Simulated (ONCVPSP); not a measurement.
## What one change does to a pseudopotential (gallium (Ga), ONCV)

- Element: Ga
- Generator: ONCVPSP 4.0.1
- Type: optimised norm-conserving Vanderbilt (ONCV)
- Functional: PBEsol
- Relativity: scalar-relativistic
- Frozen core: [Ne] 3s2
- Valence charge: 19
- Reference configuration: 3p6 3d10 4s2 (charge +1)
- Partial waves: 4s: rc 2.00 bohr, ncon 3, nbas 7, qcut 3.9 1/bohr, 2 projectors, debl 2.3 Ha; 3p: rc 1.05 bohr, ncon 5, nbas 8, qcut 12.9 1/bohr, 2 projectors, debl 1.2 Ha; 3d: rc 0.95 bohr, ncon 5, nbas 10, qcut 17 1/bohr, 2 projectors, debl 0.4 Ha
- Local potential: polynomial inside 0.60 bohr (lpopt 1, dvloc0 4 Ha)
- Core correction: none

In the p channel the program set the typed energies aside and used -3.932, 0.250 Ha. In the d channel the program set the typed energies aside and used -1.009, 0.250 Ha.

Change: all radii scaled by about 0.76 (s 1.50, p 0.80, d 0.72 bohr); local potential polynomial inside 0.46 bohr (lpopt 1, dvloc0 4 Ha).

Cutoffs: the cutoffs (Ha) at which the residual kinetic energy of the hardest occupied pseudo-wave falls to 1 and 0.1 mHa per electron; they do not see the model core or the augmentation charge, which bear on the density cutoff. Errors are all-electron minus pseudo energies relative to the spin-unpolarised reference configuration.

Problem. How do hardness, ghosts and transferability respond?

Solution. The potential gets harder (118 Ha and 132 Ha → 212 Ha and 682 Ha); both files keep a bound ghost (s); of the 4 tests that both files solve, the error grows in 0 and shrinks in 3 by more than 15 % and 0.3 meV (median size 11.3 → 9.5 meV). A smaller radius makes the pseudo-wave follow the all-electron one further in, where it bends more sharply, so more plane waves are needed. Less of the atom is replaced, so other configurations are described better.

```tsv
quantity	base	changed
cutoff, loose	118 Ha	212 Ha
cutoff, tight	132 Ha	682 Ha
loose cutoff by channel	s 6.4 Ha, p 55 Ha, d 118 Ha	s 7.4 Ha, p 80 Ha, d 212 Ha
bound ghosts	s	s
GHOST(+) flags under 300 eV	none	s at 145.0 eV
error for 3p6 3d10 4s2 4p1, meV [ΔE -5.68 eV]	+0.7	+0.8
error for 3p6 3d10 4s1, meV [ΔE 21.14 eV]	-13	-11
error for 3p6 3d10 4s0, meV [ΔE 52.26 eV]	-67	-48
error for 3p6 3d10 4s1 4p2, meV [ΔE 0.87 eV]	-9.6	-7.8
```

 A true bound ghost makes a file unfit for plane-wave use even where its test errors are small: the radial tests pick states by their node count and pass the ghost by.
